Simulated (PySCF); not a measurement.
# Reading the logs of faulty runs: AlBCFH5

Calculated results; nothing here was measured. The program is PySCF 2.14.0, an open-source quantum chemistry code, run on an isolated molecule that a program drew, which may never have been made. The molecule is AlBCFH5 (charge 0, singlet), drawn as the SMILES string `FB[CH2][AlH2]`.

Each row is a Hartree-Fock (HF) and frozen-core CCSD(T) single point in the cc-pV(D+d)Z basis, meant for a local HF minimum. Run 1 is clean. Each other run has one planted mistake out of seven kinds, and not every kind appears here: one electron removed, one electron added, multiplicity raised by two, geometry at a saddle point, minimal basis STO-3G, one bond length entered in bohr, all coordinates scaled. The reference is restricted for singlets and unrestricted otherwise, and also for a bond in bohr. Adding or removing an electron swaps singlet and doublet. Electrons count all cores. HOMO and LUMO are orbital energies over both spins, the gradient is its largest component, and the lowest frequency (negative if imaginary) is given only where the gradient is small. Bond lengths are over the 8 bonds as drawn. T1 is the CCSD diagnostic: over 0.02 (restricted) or 0.045 (unrestricted) a single reference is doubtful.

Geometry of the clean run:
```xyz
9
AlBCFH5, angstrom
F    -0.1861   -0.7402    1.8170
B    -0.0194   -0.4955    0.5087
C     1.2024    0.3133    0.0274
Al    0.8651    2.2616   -0.0817
H    -0.8906   -0.8982   -0.2144
H     1.4582    0.0457   -1.0071
H     2.0754    0.1814    0.6745
H    -0.2794    2.8154   -1.0205
H     1.7822    3.2613    0.7259
```

```
run  electrons  basis functions  <S^2>  HOMO (eV)  LUMO (eV)  gradient (hartree/bohr)  lowest frequency (cm^-1)  mean bond (Å)  longest bond (Å)      T1  HF (hartree)  CCSD(T) (hartree)                 mistake
  1         38               90  0.000     -11.25       1.10                  1.4e-05                        39         1.4273             1.980  0.0130    -406.88089         -407.41451                no fault
  2         38               90  0.000     -11.16       1.02                  2.4e-02                         -         1.4601             2.026  0.0134    -406.87706         -407.41316  all coordinates scaled
  3         37               90  0.768     -16.91      -8.43                  7.2e-02                         -         1.4273             1.980  0.0297    -406.52154         -407.03039    one electron removed
  4         39               90  0.765       0.26       7.30                  3.1e-02                         -         1.4273             1.980  0.0150    -406.85524         -407.40501      one electron added
  5         38               29  0.000      -8.65       7.84                  3.5e-02                         -         1.4273             1.980  0.0149    -401.79769         -401.98523                       ?
```

**Which mistake was planted in run 5, and what did it cost?**

It has 29 basis functions where the clean run has 90, with the same electrons and geometry. So the mistake is: minimal basis STO-3G. Subtracting run 1 and multiplying by 627.51 kcal/mol a hartree, the energy moved by 3189.8 kcal/mol in HF and 3406.9 kcal/mol in CCSD(T).

Cautions from the logs. Run 4: the HOMO is above zero, so the electron isn't bound and the energy depends on the basis.
